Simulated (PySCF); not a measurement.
C3H5N, SMILES `N1CC=C1` (charge 0, multiplicity 1)

These are PBE-D3(BJ)/def2-TZVP // B3LYP-D3(BJ)/def2-TZVP (PySCF 2.14.0) values and carry that method's errors.

- HOMO = -5.01 eV
- dipole moment = 1.05 D
- HOMO–LUMO gap = 4.68 eV
- LUMO = -0.34 eV
- total energy = -171.8526 Ha
- cost = roughly 40 core-seconds

```xyz
9

C     -0.2594     0.0845    -0.9827
C     -1.0886    -0.0492     0.0617
N     -0.1050     0.0909     1.0836
C      0.9135     0.1396    -0.0265
H     -0.3755     0.2411    -2.0416
H     -2.1540    -0.1556     0.2155
H     -0.0093    -0.6807     1.7374
H      1.5029     1.0577    -0.0102
H      1.5754    -0.7282    -0.0372
```
Charge 0, spin multiplicity 1.
